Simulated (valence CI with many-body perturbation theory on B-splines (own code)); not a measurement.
## Sb11+: calculated level list

Level of theory: configuration interaction combined with many-body perturbation theory (CI+MBPT): four valence electrons over a frozen Dirac-Fock core [Kr], radial functions for each j: 9 s, 9 p, 10 d, 8 f, 5 g, 3 h, 1 i, with the one-electron correlation potential Σ1, the two-electron term Σ2, the three-electron term Σ3, Breit, model QED; selected CI, second order for the rest, scaled by the run's own slope (own B-spline code, finite nucleus).

No measured spectrum was set against this ion. As an estimate, terms of the open shell hold to 2 to 4 % of their energy, and close levels can change places. Core correlation moves these levels by up to 6300 cm⁻¹, and in measured spectra 5 to 20 % of such shifts remained as error; rates that hang on mixing are uncertain with them. The list stops below the first excitations out of the core. Only levels of the ground parity were solved; by the run's estimate the other parity begins above the list, which can be wrong where configurations are misplaced.

Levels 1 to 34 of 34, with energies above the lowest level, 4d4 5D_0. "Leading %" is the weight of the configuration and term that name the level; weights of strongly mixed levels are sums over their largest components and can fall short. In the jj column 3d3/2^4 stands for four electrons in 3d with j = 3/2. Lifetimes count E1, E2, E3, M1 and M2 decay at the calculated energies, and are blank where another channel may lead or the interval is too uncertain; long ones can be off by a factor of two.

| No. | Configuration | Term | J | E (eV) | Leading % | Lifetime | Leading jj | Second component |
| --- | --- | --- | --- | --- | --- | --- | --- | --- |
| 1 | 4d4 | 5D | 0 | 0.000 | 80 |  | 4d3/2^4 (60 %) | 19 % 4d4 3P |
| 2 | 4d4 | 5D | 1 | 0.484 | 90 | 360 ms | 4d3/2^3 4d5/2 (76 %) | 9 % 4d4 3P |
| 3 | 4d4 | 5D | 2 | 1.013 | 95 | 248 ms | 4d3/2^2 4d5/2^2 (63 %) |  |
| 4 | 4d4 | 5D | 3 | 1.507 | 93 | 364 ms | 4d3/2^2 4d5/2^2 (52 %) |  |
| 5 | 4d4 | 5D | 4 | 1.945 | 85 | 909 ms | 4d3/2^2 4d5/2^2 (40 %) | 12 % 4d4 3F |
| 6 | 4d4 | 3P | 0 | 3.612 | 67 | 4.94 ms | 4d3/2^2 4d5/2^2 (54 %) | 19 % 4d4 5D |
| 7 | 4d4 | 3H | 4 | 3.811 | 63 | 52.9 ms | 4d3/2^3 4d5/2 (61 %) | 16 % 4d4 3G |
| 8 | 4d4 | 3G | 3 | 4.597 | 64 | 19.4 ms | 4d3/2^2 4d5/2^2 (52 %) | 30 % 4d4 3F |
| 9 | 4d4 | 3H | 5 | 4.598 | 80 | 132 ms | 4d3/2^2 4d5/2^2 (96 %) | 20 % 4d4 3G |
| 10 | 4d4 | 3P | 1 | 4.815 | 84 | 6.86 ms | 4d3/2^2 4d5/2^2 (58 %) | 9 % 4d4 3D |
| 11 | 4d4 | 3F | 2 | 4.873 | 79 | 14.0 ms | 4d3/2^2 4d5/2^2 (52 %) | 12 % 4d4 1D |
| 12 | 4d4 | 3H | 6 | 5.000 | 81 | 1.98 s | 4d3/2^2 4d5/2^2 (82 %) | 19 % 4d4 1I |
| 13 | 4d4 | 3G | 4 | 5.427 | 39 | 15.0 ms | 4d3/2^2 4d5/2^2 (49 %) | 28 % 4d4 3F |
| 14 | 4d4 | 3G | 4 | 5.858 | 32 | 16.7 ms | 4d3/2^2 4d5/2^2 (72 %) | 32 % 4d4 3F |
| 15 | 4d4 | 3P | 2 | 5.865 | 53 | 32.5 ms | 4d3/2^2 4d5/2^2 (71 %) | 40 % 4d4 3D |
| 16 | 4d4 | 3F | 3 | 6.095 | 67 | 15.0 ms | 4d3/2 4d5/2^3 (57 %) | 22 % 4d4 3G |
| 17 | 4d4 | 3D | 3 | 6.494 | 76 | 9.70 ms | 4d3/2 4d5/2^3 (41 %) | 9 % 4d4 3G |
| 18 | 4d4 | 3G | 5 | 6.586 | 80 | 25.0 ms | 4d3/2 4d5/2^3 (96 %) | 20 % 4d4 3H |
| 19 | 4d4 | 3P | 2 | 7.038 | 36 | 6.64 ms | 4d3/2 4d5/2^3 (56 %) | 29 % 4d4 3D |
| 20 | 4d4 | 1I | 6 | 7.084 | 81 | 20.0 ms | 4d3/2 4d5/2^3 (82 %) | 19 % 4d4 3H |
| 21 | 4d4 | 3D | 1 | 7.189 | 90 | 6.29 ms | 4d3/2 4d5/2^3 (71 %) | 8 % 4d4 3P |
| 22 | 4d4 | 1G | 4 | 8.081 | 57 | 8.26 ms | 4d5/2^4 (47 %) | 26 % 4d4 3F |
| 23 | 4d4 | 1S | 0 | 8.392 | 81 | 5.35 ms | 4d3/2 4d5/2^3 (76 %) | 18 % 4d4 3P |
| 24 | 4d4 | 1D | 2 | 8.641 | 45 | 7.02 ms | 4d3/2^2 4d5/2^2 (60 %) | 23 % 4d4 3P |
| 25 | 4d4 | 1F | 3 | 9.057 | 72 | 9.06 ms | 4d3/2 4d5/2^3 (71 %) | 13 % 4d4 3D |
| 26 | 4d4 | 3P | 2 | 10.072 | 76 | 8.28 ms | 4d3/2^2 4d5/2^2 (53 %) | 13 % 4d4 3F |
| 27 | 4d4 | 3F | 4 | 10.474 | 81 | 4.32 ms | 4d3/2^2 4d5/2^2 (64 %) | 14 % 4d4 1G |
| 28 | 4d4 | 3F | 2 | 10.737 | 73 | 5.30 ms | 4d3/2^2 4d5/2^2 (37 %) | 15 % 4d4 1D |
| 29 | 4d4 | 3F | 3 | 10.920 | 82 | 9.77 ms | 4d3/2 4d5/2^3 (94 %) | 15 % 4d4 1F |
| 30 | 4d4 | 3P | 1 | 11.107 | 98 | 5.14 ms | 4d3/2 4d5/2^3 (90 %) |  |
| 31 | 4d4 | 3P | 0 | 11.632 | 91 | 7.08 ms | 4d5/2^4 (55 %) | 8 % 4d4 1S |
| 32 | 4d4 | 1G | 4 | 11.862 | 85 | 5.07 ms | 4d3/2 4d5/2^3 (80 %) | 12 % 4d4 3F |
| 33 | 4d4 | 1D | 2 | 14.835 | 95 | 3.76 ms | 4d3/2^2 4d5/2^2 (47 %) |  |
| 34 | 4d4 | 1S | 0 | 19.098 | 95 |  | 4d3/2^2 4d5/2^2 (54 %) |  |

Names give the largest LS component (configuration and term), which can be under half, so a name can repeat, a term be missing and a line seem to break the LS rules; names also repeat where a configuration has a term twice.

Where two levels of one J and parity lie close, their mixing, g and order are uncertain.

The ionisation energy to 4d3 4F_3/2 of the next ion comes out as 239.7 eV (NIST: 238 ± 2.5 eV (theoretical)). All 34 levels together are meant to be complete up to 54.409 eV.
